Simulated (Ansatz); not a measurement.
Total energies of `[SiH3][SiH2][NH][GeH3]`.

Cartesian coordinates in Å:
```
Si 0.584 -2.507 0.114
Si 0.692 -0.268 -0.567
N -0.710 0.582 -0.038
Ge -0.826 2.370 0.383
H 0.642 -2.620 1.596
H 1.702 -3.298 -0.472
H -0.701 -3.111 -0.345
H 1.870 0.409 0.044
H 0.903 -0.239 -2.048
H -1.601 0.134 -0.191
H -1.140 3.231 -0.857
H -1.951 2.545 1.417
H 0.536 2.773 0.963
```

The species carries charge 0 and has multiplicity 1. Correlated methods include outer-core shells of Ge, which these sets cover unevenly. Scalar relativity is left out up to krypton. The structure was optimised at the PBE0-D4/def2-TZVP level. It is one conformer, not always the lowest. Basis def2-TZVPP, Ansatz 0.2.0.

RPA on PBE orbitals: Hartree–Fock energy of these orbitals -2712.91492 Eh, correlation -1.29185 Eh (frozen core).

```tsv
functional	kind	energy without D4 (Eh)	D4 term (kJ/mol)
r2SCAN	meta-GGA	-2716.11274	-7.3
B3LYP	global hybrid, 20 %	-2716.30915	-47.4
```

Question: Give the same for LDA (SPW92), PBE, revPBE, BLYP, B97M-V, PBE0, r2SCANh, r2SCAN0, HSE06 (plane-wave form), BHLYP, CAM-B3LYP, LC-ωPBE, ωB97X-V, ωB97M-V, B2PLYP, PBE-QIDH. (Estimate.)

Answer: Computed: 
```
             functional                                       kind  energy without D4 (Eh)  D4 term (kJ/mol)
            LDA (SPW92)                                        LDA             -2710.20128                 –
                    PBE                                        GGA             -2715.50532             -29.3
                 revPBE                                        GGA             -2715.90414             -79.7
                   BLYP                                        GGA             -2716.21888             -62.8
                 B97M-V                         meta-GGA with VV10             -2715.66997                 –
                   PBE0         global hybrid, 25 % exact exchange             -2715.63162             -25.1
                r2SCANh                      meta-GGA hybrid, 10 %             -2716.09959              -7.9
                r2SCAN0                      meta-GGA hybrid, 25 %             -2716.08141              -8.7
HSE06 (plane-wave form)                            screened hybrid             -2715.61494             -23.6
                  BHLYP                        global hybrid, 50 %             -2716.15716             -39.0
              CAM-B3LYP                     range-separated hybrid             -2716.31568             -25.9
                LC-ωPBE                long-range corrected hybrid             -2715.72929                 –
                ωB97X-V       range-separated hybrid GGA with VV10             -2715.91490                 –
                ωB97M-V  range-separated hybrid meta-GGA with VV10             -2716.00326                 –
                 B2PLYP                              double hybrid             -2715.54737                 –
               PBE-QIDH                              double hybrid             -2715.13080                 –
```

B3LYP takes the VWN-RPA correlation (the form of Gaussian; ORCA's B3LYP/G). HSE06 is the plane-wave form, built on full-range PBE exchange. The double hybrids freeze the cores in their second-order part.

LC-ωPBE has ω = 0.4 bohr⁻¹.
